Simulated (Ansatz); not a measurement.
`O[SiH2][AsH2]` + CH₃SH → `CS[AsH2]` + silanol at 500 K and 1 bar (cleavage of the As–Si bond).

Program: Ansatz. Geometries: PBE0-D4/def2-TZVP. ΔE: electronic, gas phase. CBS: MP2 limit from def2 TZ/QZ plus the TZ coupled-cluster correction, frozen cores. This one scheme is used for every species. For As outer-core shells are correlated without core-valence functions, which leaves a few kJ/mol of doubt a bond. Scalar relativity is left out up to krypton. Each species was taken in one conformer, which may not be the lowest.

```json
{"species": "`O[SiH2][AsH2]`", "CCSD(T)/CBS energy (Eh)": "-2602.30953", "H − E (kJ/mol)": "162.5", "S (J/(mol·K))": "380.3"}
{"species": "CH₃SH", "CCSD(T)/CBS energy (Eh)": "-438.22835", "H − E (kJ/mol)": "145.1", "S (J/(mol·K))": "283.7"}
{"species": "`CS[AsH2]`", "CCSD(T)/CBS energy (Eh)": "-2673.84263", "H − E (kJ/mol)": "179.4", "S (J/(mol·K))": "372.7"}
{"species": "`O[SiH3]`", "CCSD(T)/CBS energy (Eh)": "-366.69042", "H − E (kJ/mol)": "127.5", "S (J/(mol·K))": "292.9"}
```

H − E and S are ideal-gas, rigid-rotor, harmonic terms from PBE0-D4/def2-TZVP, for one conformer and one mirror image of each species. 1 Eh = 2625.50 kJ/mol, R = 8.31446 J/(mol·K).

Q: By hand: ΔE, ΔH, ΔS and ΔG.

A: ΔE = (-2673.84263) + (-366.69042) − (-2602.30953) − (-438.22835) = 0.00483 Eh = 12.7 kJ/mol. Δ(H − E) = 179.4 + 127.5 − 162.5 − 145.1 = -0.7, so ΔH = 12.0 kJ/mol. ΔS = 372.7 + 292.9 − 380.3 − 283.7 = 1.6 J/(mol·K). ΔG = 12.0 − 500 × (1.6)/1000 = 11.2 kJ/mol.

Q: By hand: the equilibrium constant, and the temperature at which ΔG would vanish if ΔH and ΔS stayed fixed.

A: log₁₀ K = −ΔG/(RT ln 10) = -1.2. ΔG = 0 at ΔH/ΔS = 7500 K, far beyond where these terms or the molecules hold.

The number of gas molecules stays the same, so ΔS is small and ΔH decides. A doubt of 5 kJ/mol in ΔE shifts log₁₀ K by 0.5 here. Other conformers and mirror images would add mixing entropy, several J/(mol·K) or more a flexible species. Modes under 60 cm⁻¹, often nearly free rotors, make the harmonic entropy too high. These are equilibria of isolated gas molecules and say nothing of rates. Largest T1 diagnostic: 0.011 (customary marks: 0.02 for closed shells, 0.045 for open ones).
